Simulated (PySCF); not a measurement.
**Correlation energy of Br⁺ (bromine, charge +1)**

[Ar] 3d10 4s2 4p4, high-spin 3P determinant. Calculation: PySCF 2.14, in x2c-TZVPPall; scalar relativity by spin-free X2C-1e. Frozen: [Ar] 3d10; 6 electrons correlated.

```tsv
level	correlation energy (mhartree)
CCSD	-123.12
(T)	-3.23
CCSD(T)	-126.35
CCSDT	-126.87
```

Diagnostics: T1 = 0.0070, D1 = 0.0221, largest double amplitude 0.045.

Problem. Is a single reference adequate?

Solution. Yes, within this model without spin-orbit coupling: T1 lies below 0.03 and no double amplitude reaches 0.07.
